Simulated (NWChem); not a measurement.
Molecule: SiH3TeOF; SMILES [Te](O[SiH3])F

```xyz
7

Te     0.2835    -0.7901     0.0454
F     -1.6302    -1.0718    -0.0749
O      0.3100     1.0399    -0.6796
Si    -0.1291     2.4226     0.1788
H     -1.5778     2.3896     0.5328
H      0.1579     3.5744    -0.7202
H      0.6789     2.5338     1.4319
```
Atoms are numbered in this order, from 1.

Program: NWChem. Coordinates come from a PBE0/def2-SVP optimisation. Not confirmed as a minimum by frequencies. def2 effective core potentials on Te; no spin-orbit coupling. Ions are spin-unrestricted doublets at the neutral geometry; other ion states weren't tried.

Task: Predict the results for CAM-B3LYP/def2-SVP. Quantities: vertical ionisation energy, ΔSCF (eV); −ε(HOMO) (eV).

Result: 
```
Quantity                               Result
-------------------------------------  ------
vertical ionisation energy, ΔSCF (eV)    8.80
−ε(HOMO) (eV)                            7.63
```
